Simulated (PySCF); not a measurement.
Static response to an electric field

Compound: cyclo-(F2SnNH)4.
Cartesian coordinates in Å at the PBE0-D3(BJ)/def2-SVP level; atoms count from 1:
```
atom  x, y, z in Å
Sn1   -1.7218    1.1760    1.1047
F2    -3.1462    2.4640    1.0825
F3    -1.6205    0.6158    2.9382
N4    -2.0057   -0.4141   -0.0743
Sn5   -1.2619   -0.4678   -1.9349
F6    -1.3317    1.2638   -2.7627
F7    -2.3484   -1.5907   -3.0511
N8     0.6259   -1.0828   -1.7134
Sn9    1.1831   -2.0076   -0.0238
F10    2.7610   -3.0523   -0.3556
F11   -0.1149   -3.2988    0.5569
N12    1.4598   -0.5912    1.3576
Sn13   1.7562    1.3285    0.8632
F14    2.9382    1.5596   -0.6324
F15    2.6416    2.2014    2.3267
N16   -0.0515    2.0627    0.4468
H17   -2.7546   -1.0686    0.1454
H18    1.2168   -1.2159   -2.5322
H19    1.7785   -0.8739    2.2831
H20   -0.1415    3.0062    0.0748
```

Level: wB97X-D/def2-SVPD (PySCF), static field, nuclei fixed, core orbitals frozen in the response. The polarisability tensor in these axes (au):

```
x   158.92  -4.61   6.27
y    -4.61 153.88  10.10
z     6.27  10.10 148.72
```

Q: Diagonalise the tensor; give its mean and Δα, where Δα² is half the sum of the squared differences of the eigenvalues.

A: Principal values 137.98, 161.57 and 161.97 au; mean 153.84 au = 22.80 Å³ = 25.36 × 10⁻⁴⁰ C²·m²/J; Δα = 23.79 au (15 % of the mean).

Q: What is the dipole moment, and where does it point?

A: (0.15, -0.19, -0.28) D, 0.37 D in size, pointing from the negative to the positive side. Measured along this direction, the outermost atoms are F2 at the negative end and H18 and F10 at the positive end.

Q: What would n − 1 = 2πNα be for an ideal gas of these molecules at 400 K and 1 atm, electronic part alone?

A: N = p/kT = 1.8347 × 10¹⁹ cm⁻³, so n − 1 = 2π × N × 22.80 × 10⁻²⁴ cm³ = 2628 × 10⁻⁶ at long wavelengths, for an ideal gas.

Q: How large is μ²/3kT at 500 K beside α?

A: In Gaussian units μ²/3kT = 0.65 Å³ against 22.80 Å³, a ratio of 0.03; the Debye molar polarisation (4π/3)N_A(α + μ²/3kT) is 59.2 cm³/mol, leaving out the vibrational part.

Q: Form Σ f/ω² (atomic units) for the 10 lowest TDDFT singlets, given as eV and f, and set it beside the mean polarisability, which is this sum over all singlets: 4.96, 0.0484; 4.97, 0.0497; 5.09, 0.0014; 5.27, 0.0314; 6.14, 0.0024; 6.16, 0.0069; 6.32, 0.0128; 6.35, 0.0152; 6.47, 0.0001; 6.68, 0.0004.

A: They add up to 4.53 au, 2.9 % of the 153.84 au; the largest single term is 1.49 au, from the state at 4.97 eV. Terms in order: 1.46, 1.49, 0.04, 0.84, 0.05, 0.13, 0.24, 0.28, 0.00, 0.01 au. Higher excitations give the rest. The strengths listed sum to 0.169.

Geometry: PBE0-D3(BJ)/def2-SVP, one conformer, isolated molecule. Atoms past krypton carry effective core potentials; spin–orbit coupling is left out.
